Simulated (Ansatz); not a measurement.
Mo₂P₂⁺. The state is a doublet with charge 1. Geometry r2SCAN-D4/def2-SVP, that of the neutral singlet; atoms count from 1.

| atom | x (Å) | y (Å) | z (Å) |
| --- | --- | --- | --- |
| Mo1 | 0.1542 | -1.0257 | -0.1953 |
| Mo2 | -0.1541 | 1.0257 | 0.1953 |
| P3 | -0.8725 | -0.2760 | -1.9678 |
| P4 | 0.8724 | 0.2760 | 1.9678 |

In the def2 sets Mo takes a core potential; there is no spin–orbit coupling. The charge 1 doublet is spin-contaminated (final ⟨S²⟩ up to 1.50, 0.75 for a pure state). The structure comes from a short search, and lower isomers may exist.

Q: Estimate the Mulliken populations from the PBE0/def2-TZVP orbitals of Ansatz.

A: 
```json
{"atom": "Mo1", "charge (e)": "0.65", "spin (α − β)": "-1.49", "d electrons": "4.65"}
{"atom": "Mo2", "charge (e)": "0.64", "spin (α − β)": "1.60", "d electrons": "4.62"}
{"atom": "P3", "charge (e)": "-0.14", "spin (α − β)": "0.88", "d electrons": "–"}
{"atom": "P4", "charge (e)": "-0.15", "spin (α − β)": "0.01", "d electrons": "–"}
```
Mulliken values and Mayer orders depend strongly on the basis.

Q: Where does the spin sit?

A: Summed by element: Mo 0.10, P 0.90, of 1 unpaired in all. Largest on single atoms: Mo2 1.60, Mo1 -1.49, P3 0.88.

Q: And the Mayer bond orders between bonded heavy atoms (over 0.3)?

A: Mo1–Mo2 2.59 (2.11 Å); Mo1–P3 1.96 (2.18 Å); Mo1–P4 0.68 (2.62 Å); Mo2–P3 0.55 (2.62 Å); Mo2–P4 1.99 (2.18 Å). Values over 0.3 also appear between atoms too far apart for a bond (P3–P4 0.31 at 4.34 Å); they arise where an orbital or an unpaired electron spreads over both atoms.
